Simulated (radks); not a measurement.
Effect of the nuclear size on the technetium ion Tc21+, [Ar] 3d4. Calculated with a radial shooting solver on a logarithmic mesh with Libxc functionals: Dirac Kohn-Sham, LDA (Slater exchange, Perdew-Wang correlation), spin-unpolarised, spherical densities, finite nucleus; open shells fill j = l - 1/2 first; Fermi nuclear charge, rms radius 4.4112 fm. The rms radius is varied about that value; shifts are against it.

\begin{tabular}{lrrrrrrrrr}
rms radius (fm) & total energy shift (eV) & density at nucleus (e/bohr^3) & 1s1/2 shift (meV) & 2s1/2 shift (meV) & 3s1/2 shift (meV) & 3p1/2 shift (meV) & 3d3/2 shift (meV) & 4s1/2 (empty) shift (meV) & 4p1/2 (empty) shift (meV) \\ \hline
3.5642 & -0.583 & 1.022e+05 & -246 & -26.8 & -5.58 & 0.336 & 0.354 & -1.79 & 0.096 \\
4.1245 & -0.210 & 1.005e+05 & -88.5 & -9.63 & -2.01 & 0.121 & 0.127 & -0.645 & 0.034 \\
4.4112 & 0 & 9.977e+04 & 0.000 & 0.000 & 0.000 & 0.000 & 0.000 & 0.000 & 0.000 \\
4.742 & 0.257 & 9.896e+04 & 109 & 11.8 & 2.46 & -0.148 & -0.156 & 0.792 & -0.042 \\
5.0861 & 0.543 & 9.818e+04 & 229 & 24.9 & 5.19 & -0.312 & -0.330 & 1.67 & -0.089 \\
\end{tabular}

Slopes of the eigenvalues against <r^2> in GHz/fm^2, as finite differences over the two radii next to the reference (eigenvalue slopes, not the field-shift constants of lines): 1s1/2 8710, 2s1/2 947, 3s1/2 197, 3p1/2 -11.9, 3d3/2 -12.5, 4s1/2 (empty) 63.4, 4p1/2 (empty) -3.38.
